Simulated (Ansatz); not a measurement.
Input for Ansatz (a first-principles code): R-PBE0/def2-TZVPP on FHOTe (SMILES O[Te]F), a point of a torsion scan. Elements past Kr take the def2 small-core potentials; no spin–orbit coupling.

Ansatz 0.2 input:
```yaml
crystal:
  periodic: [false, false, false]
  atoms:
    - {symbol: O, position_ang: [-1.12999415, 0.29659490, 0.20111386]}
    - {symbol: Te, position_ang: [0.71429889, 0.86325442, -0.03159975]}
    - {symbol: F, position_ang: [0.43276208, 1.30598589, -1.94889080]}
    - {symbol: H, position_ang: [-1.33811718, -0.43645098, -0.38360220]}
basis:
  gaussian:
    orbitals: def2-TZVPP
hamiltonian:
  xc: {name: PBE0}
scf: {lower_state_search: off}
```

The log:

```
WARN ansatz: RAYON_NUM_THREADS=1 ignored (pool sized by the plan → 1); use --threads N
Functional definition: PBE0
these checks for a lower state are left out or cut short: stability, starts, cluster_reference, orbital_swaps, neighbouring_geometries, increment
integrals: 0.04 GiB planned
804 factors; their error is unknown
mean field: 0.39 GiB planned
mean field evaluation 1: about -12064.5271 eV, gradient 6.2e1 eV
mean field evaluation 2: about -12033.2895 eV, gradient 1.4e2 eV
mean field evaluation 4: about -12070.4786 eV, gradient 1.4e1 eV
mean field evaluation 8: about -12070.7594 eV, gradient 2.0e-1 eV
mean field evaluation 16: about -12070.9251 eV, gradient 5.5e-4 eV
mean field -12070.92508972 eV, -443.5983150803 hartree, gradient 5.2e-6 eV, S^2 0.000000; 0 other end points of the search recorded, 0 dependent functions left out
reference -12070.92511258 eV, -443.5983159205 hartree; 21, 21 occupied and 105, 105 virtual orbitals, 804 factors
Total energy: -12070.92511258 eV, -443.5983159205 hartree
Checks for a lower state left out: stability, starts, cluster_reference, orbital_swaps, neighbouring_geometries, increment
```

Self-consistency was reached.

Cost: roughly 1.5 core-seconds.
